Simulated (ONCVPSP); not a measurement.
**zirconium, ONCV: configuration errors across variants**

- Element: zirconium
- Generator: ONCVPSP 4.0.1
- Type: optimised norm-conserving Vanderbilt (ONCV)
- Functional: revPBE
- Relativity: non-relativistic
- Frozen core: [Ar] 3d10
- Valence charge: 12
- Reference configuration: 4s2 4p6 4d2 5s2
- Partial waves: 4s+5s: rc 1.85 bohr, ncon 3, nbas 8, qcut 7.5 1/bohr, 3 projectors, debl 1.6 Ha; 4p: rc 2.10 bohr, ncon 3, nbas 6, qcut 8.3 1/bohr, 3 projectors, debl 0.4 Ha; 4d: rc 1.70 bohr, ncon 4, nbas 8, qcut 6.5 1/bohr, 2 projectors, debl 3.9 Ha
- Local potential: polynomial inside 1.20 bohr (lpopt 5, dvloc0 0 Ha)
- Core correction: Teter function, fcfact 5.5, rcfact 1.75

In the p channel the program set the typed energies aside and used -1.185, 0.250, 0.650 Ha.

All-electron excitation energies from the reference (eV): (1) 4s2 4p6 4d2 5s1 6.850; (2) 4s2 4p6 4d2 5s0 19.320; (3) 4s2 4p6 4d1 5s0 42.207; (4) 4s2 4p6 4d2.5 5s1.5 0.262.

1 further variants failed, have other tests or too few solved ones, and are left out.

Errors AE − PS in meV (a dash: test not solved or not reliable):

```tsv
change	(1)	(2)	(3)	(4)	bound ghosts	GHOST(+) flags above zero
base	-0.9	-6.2	-13	-1.6	none	s
local potential polynomial inside 1.70 bohr (lpopt 5, dvloc0 0 Ha)	-0.9	-6.2	-13	-1.6	none	s
d: debl 0.4	-0.9	-6.2	-13	-1.6	none	s
```

(1) Give the same row for: d: nproj 1.

Results:

(1) -0.8, -6.1, -12, -1.5; bound ghosts: none; GHOST(+) flags above zero: s.
